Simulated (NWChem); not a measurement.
The numbers come from NWChem runs, not from measurements. System: OZn, charge 0, spin multiplicity 1, at a geometry optimised with B3LYP/def2-SVP. The structure started from a generated list of species. Level: RHF/def2-TZVP.

Input file:

```
start mol
memory heap 200 mb stack 900 mb global 1100 mb
geometry units angstroms nocenter noautoz
  Zn     0.000000     0.000000     0.358937
  O      0.000000     0.000000    -1.346013
  symmetry group C2v
end
basis spherical
  * library def2-tzvp
end
scf
  rhf
  nopen 0
  maxiter 100
  thresh 1e-7
  semidirect memsize 60000000 filesize 0
end
task scf energy
```

NWChem printed:

```
             Northwest Computational Chemistry Package (NWChem) 7.3.0
             --------------------------------------------------------

                                NWChem Input Module
                                -------------------

 Scaling coordinates for geometry "geometry" by  1.889725989
 (inverse scale =  0.529177249)

 Turning off AUTOSYM since
 SYMMETRY directive was detected!

                             Geometry "geometry" -> ""
                             -------------------------

 Output coordinates in angstroms (scale by  1.889725989 to convert to a.u.)

  No.       Tag          Charge          X              Y              Z
 ---- ---------------- ---------- -------------- -------------- --------------
    1 Zn                  30.0000     0.00000000     0.00000000     0.35893700
    2 O                    8.0000     0.00000000     0.00000000    -1.34601300

 Effective nuclear repulsion energy (a.u.)      74.4904775858

            Nuclear Dipole moment (a.u.)
            ----------------------------
        X                 Y               Z
 ---------------- ---------------- ----------------
     0.0000000000     0.0000000000     0.0000113384

      Symmetry information
      --------------------

 Group name             C2v
 Group number             16
 Group order               4
 No. of unique centers     2

      Symmetry unique atoms

     1    2


 Summary of "ao basis" -> "" (spherical)
 ------------------------------------------------------------------------------
       Tag                 Description            Shells   Functions and Types
 ---------------- ------------------------------  ------  ---------------------
 *                         def2-tzvp                  on all atoms

 Summary of "ao basis" -> "ao basis" (spherical)
 ------------------------------------------------------------------------------
       Tag                 Description            Shells   Functions and Types
 ---------------- ------------------------------  ------  ---------------------
 Zn                        def2-tzvp                16       48   6s5p4d1f
[...]
    55      0.442844  2 O  py                58      0.399402  2 O  py
    61      0.297504  2 O  py

 Vector   18  Occ=2.000000D+00  E=-3.977310D-01  Symmetry=b1
              MO Center= -1.7D-15,  8.6D-30, -1.2D+00, r^2= 8.9D-01
   Bfn.  Coefficient  Atom+Function         Bfn.  Coefficient  Atom+Function
  ----- ------------  ---------------      ----- ------------  ---------------
    54      0.442844  2 O  px                57      0.399402  2 O  px
    60      0.297504  2 O  px

 Vector   19  Occ=2.000000D+00  E=-3.654941D-01  Symmetry=a1
              MO Center= -1.1D-15,  3.5D-16, -6.2D-01, r^2= 2.1D+00
   Bfn.  Coefficient  Atom+Function         Bfn.  Coefficient  Atom+Function
  ----- ------------  ---------------      ----- ------------  ---------------
     5      0.521576  1 Zn s                 56      0.306066  2 O  pz
    59      0.291730  2 O  pz                 4     -0.202118  1 Zn s
    62      0.198435  2 O  pz                 6      0.187173  1 Zn s
     3     -0.160623  1 Zn s

 Vector   20  Occ=0.000000D+00  E=-4.310331D-02  Symmetry=a1
              MO Center= -1.5D-15,  1.3D-15,  8.6D-01, r^2= 4.0D+00
   Bfn.  Coefficient  Atom+Function         Bfn.  Coefficient  Atom+Function
  ----- ------------  ---------------      ----- ------------  ---------------
     6      0.734499  1 Zn s                 21      0.320194  1 Zn pz
    62     -0.279856  2 O  pz                56     -0.219374  2 O  pz
    59     -0.200720  2 O  pz                18      0.169850  1 Zn pz

 Vector   21  Occ=0.000000D+00  E= 6.438517D-02  Symmetry=b1
              MO Center=  9.4D-15,  1.3D-29,  6.4D-01, r^2= 6.6D+00
   Bfn.  Coefficient  Atom+Function         Bfn.  Coefficient  Atom+Function
  ----- ------------  ---------------      ----- ------------  ---------------
    19      0.935033  1 Zn px                60     -0.179537  2 O  px

 Vector   22  Occ=0.000000D+00  E= 6.438517D-02  Symmetry=b2
              MO Center=  1.1D-30, -1.2D-14,  6.4D-01, r^2= 6.6D+00
   Bfn.  Coefficient  Atom+Function         Bfn.  Coefficient  Atom+Function
  ----- ------------  ---------------      ----- ------------  ---------------
    20      0.935033  1 Zn py                61     -0.179537  2 O  py

 center of mass
 --------------
 x =   0.00000000 y =   0.00000000 z =   0.03350744

 moments of inertia (a.u.)
 ------------------
         132.807955707552           0.000000000000           0.000000000000
           0.000000000000         132.807955707552           0.000000000000
           0.000000000000           0.000000000000           0.000000000000

  Mulliken analysis of the total density
  --------------------------------------

    Atom       Charge   Shell Charges
 -----------   ------   -------------------------------------------------------
    1 Zn  30    29.24   2.00  2.00  1.19  0.79  0.72  0.20  5.99  4.77  1.24  0.21  0.09  5.47  3.39  1.10  0.08  0.00
    2 O    8     8.76   0.79  1.18  0.60  0.99  0.36  1.72  1.91  1.19  0.00  0.01  0.00

       Multipole analysis of the density wrt the origin
       ------------------------------------------------

     L   x y z        total         open         nuclear
     -   - - -        -----         ----         -------
     0   0 0 0     -0.000000      0.000000     38.000000

     1   1 0 0      0.000000      0.000000      0.000000
     1   0 1 0      0.000000      0.000000      0.000000
     1   0 0 1      2.772345      0.000000      0.000011

     2   2 0 0    -13.689309      0.000000      0.000000
     2   1 1 0     -0.000000      0.000000      0.000000
     2   1 0 1     -0.000000      0.000000      0.000000
     2   0 2 0    -13.689309      0.000000      0.000000
     2   0 1 1     -0.000000      0.000000      0.000000
     2   0 0 2    -16.311641      0.000000     65.561459

 Task  times  cpu:        2.4s     wall:        2.4s

 Total times  cpu:        2.5s     wall:        2.5s
```
